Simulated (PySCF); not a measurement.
PySCF input:

```python
from pyscf import gto, scf, dft

mol = gto.M(
    atom='''
    C     1.07587576   -0.40111956   -0.01394743
    N    -0.12323406    0.39743201    0.15570559
    C    -1.27255696    0.10626332   -0.14493224
    H     1.78042377    0.15176806   -0.63619520
    H     1.53992040   -0.54887034    0.96180725
    H     0.86391878   -1.37062762   -0.47092479
    H    -2.14153733    0.75484330    0.00865159
    ''',
    basis='def2-tzvpd',
    charge=0,
    spin=1,
    verbose=4,
)

mf = dft.UKS(mol, xc='bp86').density_fit(auxbasis='def2-universal-jkfit')
mf.grids.level = 3
mf.conv_tol = 1e-9
mf.max_cycle = 100
mf.max_memory = 1500
mf.kernel()
if not mf.converged:
    mf = mf.newton()
    mf.kernel(mf.make_rdm1())
for _ in range(2):
    mo, _, stable, _ = mf.stability(return_status=True)
    if stable:
        break
    mf.kernel(mf.make_rdm1(mo, mf.mo_occ))
mf.analyze()
```

Q: Which total energy does the run end on?

A: -133.33121 Eh (BP86/def2-TZVPD).

It need not be the lowest isomer of its formula.
